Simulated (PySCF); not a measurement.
**Electronic structure of Al⁺ (aluminium, charge +1) at the UHF level**

Configuration: [Ne] 3s2, closed-shell 1S. Calculation: PySCF 2.14, in x2c-TZVPPall with one added diffuse shell each of s, p, d type (6s6p4d1f, 51 functions); scalar relativity by spin-free X2C-1e.

```json
{"Total energy": "-242.104834 hartree", "One-electron energy": "-333.4472 hartree", "Hartree (Coulomb) energy": "109.2878 hartree", "Exchange energy": "-17.9454 hartree", "⟨S²⟩": "0.0000", "⟨L²⟩": "0.000", "Sum of ⟨r⟩": "9.928 bohr", "Sum of ⟨r²⟩": "17.24 bohr²", "Langevin diamagnetic susceptibility": "-13.7 ×10⁻⁶ cm³/mol"}
```

```
shell  electrons  mean orbital energy (hartree)  rms radius, mean of both spins (bohr)
   1s          2                      -58.92988                                  0.139
   2s          2                       -5.23522                                  0.675
   2p          6                       -3.52094                                  0.674
   3s          2                       -0.65333                                   2.60
```

Densities and radii are taken from the X2C orbitals without a picture-change correction, which distorts them close to the nucleus.
